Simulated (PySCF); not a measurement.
Stepwise substitution at one centre (Ga Cl-Br). All species are isolated molecules in the gas phase. Strings in code marks are SMILES.

All values below come from PBE0-D3(BJ)/def2-TZVP in PySCF 2.14.0. All candidates: neutral, multiplicity 1. Excitations are Tamm–Dancoff values on a coarser integration grid. The basis has no diffuse functions, so Rydberg states are missing or too high.

| Item | Value |
|---|---|
| T1 excitation (TDA) | 4.83 eV |
| LUMO | -2.22 eV |
| dipole moment | 0.00 D |

**Question.** Say which member has these values.
(A) `[Cl][Ga]([Br])[Br]`
(B) `[Br][Ga]([Br])[Br]`
(C) `[Cl][Ga]([Cl])[Cl]`
(D) `[Cl][Ga]([Cl])[Br]`

**Answer.** B, `[Br][Ga]([Br])[Br]`. The others give `[Cl][Ga]([Br])[Br]`: 4.99 eV, -2.14 eV, 0.31 D; `[Cl][Ga]([Cl])[Br]`: 5.21 eV, -2.05 eV, 0.33 D; `[Cl][Ga]([Cl])[Cl]`: 5.69 eV, -1.95 eV, 0.00 D
